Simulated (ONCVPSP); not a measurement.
## Scattering properties, ONCV potential for Nd

ONCVPSP 4.0.1 input, shortened (lines: element, Z, core and valence counts, functional; n l f; lmax; l rc ep ncon nbas qcut; lloc lpopt rc5 dvloc0; l nproj debl; icmod fcfact rcfact), PBEsol, fully relativistic:

```
  Nd 60.00    9    3  -116133      upf
    1    0    2.00
    2    0    2.00
    2    1    6.00
    3    0    2.00
    3    1    6.00
    3    2   10.00
    4    0    2.00
    4    1    6.00
    4    2   10.00
    4    3    3.00
    5    0    2.00
    5    1    6.00
    3
    0    1.70    0.00    3    6    4.50
    1    1.55    0.00    4    9    4.30
    2    1.85    0.24    5   10    6.20
    3    1.60    0.00    3    8   11.40
    4    5    1.50    6.00
    0    2    3.50
    1    1    2.60
    2    2    1.60
    3    2    1.80
    2    0.45    0.75
```

Open shells are filled in proportion to 2j + 1.

In the d channel the program set the typed energies aside and used 0.050, 1.650 Ha (j = l + 1/2; the other j can differ).

The phase is arctan(r·R′/R) of the radial function R(r), unwrapped; energies in Ha, scanned from -4 to 5 Ha. A pole is an energy at which the radial function vanishes at the test radius. The pseudo phase is shifted by a multiple of π to meet the all-electron one at the reference energy, and phase errors are pseudo minus all-electron; the curves can meet again beyond the range given. Levels narrower than the energy grid can be missing from the lists of poles.

Question: For each channel, where are the poles, and over which energies does the pseudopotential scatter like the atom?

Answer:

```json
{"channel": "s", "radius (bohr)": "1.72", "reference energy (Ha)": "-2.48", "poles, all-electron": "-0.96", "poles, pseudo": "-0.96", "unbroken range about the reference energy with phases within 0.05 rad": "below 2.9", "phase error 1 Ha above the reference energy (rad)": "-0.000"}
{"channel": "p3/2", "radius (bohr)": "1.58", "reference energy (Ha)": "-1.73", "poles, all-electron": "1.60", "poles, pseudo": "1.05", "unbroken range about the reference energy with phases within 0.05 rad": "below 1.3", "phase error 1 Ha above the reference energy (rad)": "-0.007"}
{"channel": "p1/2", "radius (bohr)": "1.58", "reference energy (Ha)": "-1.85", "poles, all-electron": "1.10", "poles, pseudo": "0.76", "unbroken range about the reference energy with phases within 0.05 rad": "below 1.5", "phase error 1 Ha above the reference energy (rad)": "-0.005"}
{"channel": "d5/2", "radius (bohr)": "1.87", "reference energy (Ha)": "0.05", "poles, all-electron": "1.53", "poles, pseudo": "1.53", "unbroken range about the reference energy with phases within 0.05 rad": "below 4.2", "phase error 1 Ha above the reference energy (rad)": "-0.000"}
{"channel": "d3/2", "radius (bohr)": "1.87", "reference energy (Ha)": "0.05", "poles, all-electron": "1.45", "poles, pseudo": "1.45", "unbroken range about the reference energy with phases within 0.05 rad": "below 3.9", "phase error 1 Ha above the reference energy (rad)": "-0.000"}
{"channel": "f7/2", "radius (bohr)": "1.62", "reference energy (Ha)": "-1.12", "poles, all-electron": "-0.75", "poles, pseudo": "-0.75", "unbroken range about the reference energy with phases within 0.05 rad": "the whole range", "phase error 1 Ha above the reference energy (rad)": "+0.000"}
{"channel": "f5/2", "radius (bohr)": "1.62", "reference energy (Ha)": "-1.14", "poles, all-electron": "-0.77", "poles, pseudo": "-0.77", "unbroken range about the reference energy with phases within 0.05 rad": "the whole range", "phase error 1 Ha above the reference energy (rad)": "+0.000"}
```

Phases in the f5/2 channel:

```json
{"E (Ha)": "-3.98", "all-electron": "1.254", "pseudo": "1.254"}
{"E (Ha)": "-3.50", "all-electron": "1.215", "pseudo": "1.216"}
{"E (Ha)": "-3.02", "all-electron": "1.159", "pseudo": "1.160"}
{"E (Ha)": "-2.54", "all-electron": "1.064", "pseudo": "1.065"}
{"E (Ha)": "-2.06", "all-electron": "0.854", "pseudo": "0.855"}
{"E (Ha)": "-1.58", "all-electron": "0.063", "pseudo": "0.065"}
{"E (Ha)": "-1.10", "all-electron": "-1.274", "pseudo": "-1.274"}
{"E (Ha)": "-0.62", "all-electron": "-1.655", "pseudo": "-1.655"}
{"E (Ha)": "-0.14", "all-electron": "-1.850", "pseudo": "-1.850"}
{"E (Ha)": "0.34", "all-electron": "-2.051", "pseudo": "-2.051"}
{"E (Ha)": "0.82", "all-electron": "-2.374", "pseudo": "-2.374"}
{"E (Ha)": "1.30", "all-electron": "-3.002", "pseudo": "-2.999"}
{"E (Ha)": "1.78", "all-electron": "-3.747", "pseudo": "-3.739"}
{"E (Ha)": "2.26", "all-electron": "-4.158", "pseudo": "-4.148"}
{"E (Ha)": "2.74", "all-electron": "-4.359", "pseudo": "-4.349"}
{"E (Ha)": "3.22", "all-electron": "-4.473", "pseudo": "-4.463"}
{"E (Ha)": "3.70", "all-electron": "-4.548", "pseudo": "-4.536"}
{"E (Ha)": "4.18", "all-electron": "-4.601", "pseudo": "-4.588"}
{"E (Ha)": "4.66", "all-electron": "-4.644", "pseudo": "-4.628"}
```
